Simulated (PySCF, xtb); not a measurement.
C3H5, SMILES C=[C]C (connectivity only; charge and spin as stated), charge +1, multiplicity 1.

Geometry: TPSSh-D3(BJ)/def2-TZVP. The spin state was assumed, not searched. The isomer is the one that the SMILES or the coordinates give; other isomers of the formula were not compared.

The numbers are results of C-PCM-M06-2X/def2-SVP run with PySCF, not measurements.

The values are the electrostatic part of the solvation free energy, E(continuum) − E(gas) at the gas-phase geometry, in a cavity of scaled van der Waals radii (PySCF's table); cavitation and dispersion terms are not included. In vacuum the orbital gap is 8.01 eV.

```
solvent                    ε  ΔG(elec) (kcal/mol)  gap (eV)
---------------------  -----  -------------------  --------
water                  78.36                -63.4      8.10
N,N-dimethylformamide  37.22                -62.5      8.10
toluene                 2.37                    …         …
```

Task: Some entries are withheld; supply them. (The exact figures need the calculation; the answer reports its results.)

Result: 
- toluene, ΔG(elec) (kcal/mol): -37.1
- toluene, gap (eV): 8.06

For comparison, GFN2-xTB/ALPB(water) (xtb, at the GFN2-xTB geometry, all terms of that model) gives -65.0 kcal/mol.
